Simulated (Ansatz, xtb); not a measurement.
## Two isomers of C4H4BrFO3

We compare I, `O=CO[C@@H](C=O)[C@@H](F)Br`, a singlet, with II, `O=CO[C@@H]1OC[C@]1(F)Br`, a singlet. Both are isolated molecules in the gas phase, relaxed with PBE0-D3(BJ)/def2-SVP; the shapes shown needn't be the lowest conformers.

I (Å):

| atom | x (Å) | y (Å) | z (Å) |
| --- | --- | --- | --- |
| C | -1.3717 | -1.5816 | 0.5682 |
| C | -1.4514 | 0.7122 | 0.0549 |
| C | -0.6015 | 1.2798 | -1.0742 |
| C | -2.6866 | 1.5622 | 0.2705 |
| Br | -3.6968 | 0.9493 | 1.8087 |
| F | -3.4698 | 1.5243 | -0.8252 |
| O | -0.6591 | -1.4162 | 1.5105 |
| O | -1.8099 | -0.6162 | -0.2586 |
| O | -0.4379 | 2.4547 | -1.2337 |
| H | -1.7721 | -2.5544 | 0.2218 |
| H | -0.8353 | 0.7238 | 0.9726 |
| H | -0.1249 | 0.5029 | -1.7231 |
| H | -2.3886 | 2.6000 | 0.4759 |

II (Å):

```xyz
13

C    -0.6261    0.0021    1.3315
C    -0.6960    1.0617   -0.7564
C    -1.1356    0.9933   -2.7750
C     0.0138    0.4020   -1.9616
Br    0.1665   -1.5161   -1.9379
F     1.2140    0.9471   -2.2224
O     0.4243    0.4865    1.6249
O    -1.2794    0.1983    0.1737
O    -1.6787    1.5932   -1.5954
H    -1.2251   -0.6800    1.9672
H    -0.0714    1.8111   -0.2430
H    -1.8243    0.2705   -3.2367
H    -0.7970    1.7354   -3.5154
```

Q: Estimate E(II) − E(I) at the level CCSD(T)/def2-SVP + ΔMP2/def2-TZVPP.

A: Calculated at CCSD(T)/def2-SVP + ΔMP2/def2-TZVPP: E(II) − E(I) = +13.6 kcal/mol, so structure I lies lower.

Level by level:

```
                             level              geometry  E(II) − E(I) (kcal/mol)  departure from the last row (kcal/mol)  job, with rough time for the two
              PBE0-D3(BJ)/def2-SVP  PBE0-D3(BJ)/def2-SVP                      +9.8                                    −3.8             optimisation, 3.7 min
                       HF/def2-SVP  PBE0-D3(BJ)/def2-SVP                     +16.4                                    +2.8           part of the CCSD(T) run
                      MP2/def2-SVP  PBE0-D3(BJ)/def2-SVP                     +16.5                                    +2.9           part of the CCSD(T) run
                  CCSD(T)/def2-SVP  PBE0-D3(BJ)/def2-SVP                     +16.4                                    +2.8                      single point
CCSD(T)/def2-SVP + ΔMP2/def2-TZVPP  PBE0-D3(BJ)/def2-SVP                     +13.6                                                     single point, 4.8 min
```

As drawn, II has 2 C–O in place of 1 C=O. Structure I has no ring, II a 4-membered ring.

The levels shown agree on the order. The largest departure from CCSD(T)/def2-SVP + ΔMP2/def2-TZVPP is that of PBE0-D3(BJ)/def2-SVP, 3.8 kcal/mol. Levels run at GFN2-xTB geometries aren't shown. The last row adds to CCSD(T) the change of the MP2 difference between the two basis sets, here −2.8 kcal/mol.

With thermal terms from frequencies at re-optimised GFN2-xTB minima (ideal gas, soft modes damped towards free rotors, one conformer each, 298.15 K, 1 atm): the zero-point term adds +1.4 kcal/mol; ΔH is +14.4 and ΔG +15.9 kcal/mol.

The correlated steps freeze 17 core orbitals; the filled d shell of Br is correlated, in a basis made for valence electrons. Codes used: Ansatz 0.2.0, xtb 6.7.1; the last row on 4 threads of Arm Neoverse V1 on a shared host.
